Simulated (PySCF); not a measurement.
Compound: H6P2Pb.
Numbering: `[PH2:1][PbH2:2][PH2:3]` (hydrogens: H4, H5 on P1; H6, H7 on Pb2; H8, H9 on P3)

Computed by this run: PySCF, PBE0-D3(BJ)/def2-SVP geometry optimisation, gas phase, def2 core potentials past Kr; density fitting, grid level 1; the optimiser is geomeTRIC in internal coordinates, started from a GFN2-xTB structure with every atom displaced at random (about 0.01 Å).

Step 0: E = -23909.5122 eV
```
atom  x, y, z in Å  |  force x, y, z in eV/Å
P1      2.2664   -0.2767   -0.3451    0.296   2.101  -0.694
Pb2    -0.1176    0.9287   -0.4808    0.173  -0.205   0.106
P3     -2.2063   -0.3416    0.5447   -0.033   0.916  -0.060
H4      1.8215   -1.4543   -0.8627   -0.616  -1.439  -0.691
H5      2.0668   -0.6929    0.9448   -0.209  -0.402   1.373
H6     -0.4589    1.3265   -2.1724   -0.011  -0.144  -0.056
H7      0.0189    2.5162    0.3018    0.020  -0.088   0.106
H8     -1.7101   -1.5946    0.2008    0.283  -0.810  -0.318
H9     -1.6228   -0.4284    1.8352    0.097   0.071   0.234
```

Problem. Estimate the geometry and energy of step 1. (The exact step hangs on the optimiser's Hessian estimate; all steps are aligned on step 0, rigid shifts and turns removed.)

Solution. E = -23909.6762 eV, largest force 0.237 eV/Å
```
atom  x, y, z in Å  |  force x, y, z in eV/Å
P1      2.1929   -0.2561   -0.3260   -0.132  -0.181   0.076
Pb2    -0.1139    0.9538   -0.4929    0.044   0.051  -0.033
P3     -2.1221   -0.3447    0.5339    0.060  -0.033   0.023
H4      1.6860   -1.4827   -0.8856    0.036   0.179   0.088
H5      1.9439   -0.6846    1.0243    0.019   0.036  -0.165
H6     -0.4547    1.3055   -2.1941    0.001  -0.075  -0.007
H7      0.0163    2.5157    0.3315    0.007  -0.034   0.040
H8     -1.5875   -1.6181    0.1531   -0.032   0.045  -0.017
H9     -1.5031   -0.4060    1.8220   -0.003   0.012  -0.005
```

The energy changes by -0.1640 eV. The first-order estimate −F·Δx gives -0.3558 eV and the mean of the old and new forces, exact on a quadratic surface, -0.1708 eV. The step makes an angle of 70° with the force vector and moves no atom by more than 0.147 Å.

What follows is the cost of the whole optimisation. On one thread, Intel Xeon Platinum 8488C (x86_64), shared host with 96 logical CPUs at a one-minute load of 42, this took 36 s wall and 0.41 GiB of memory at its peak.
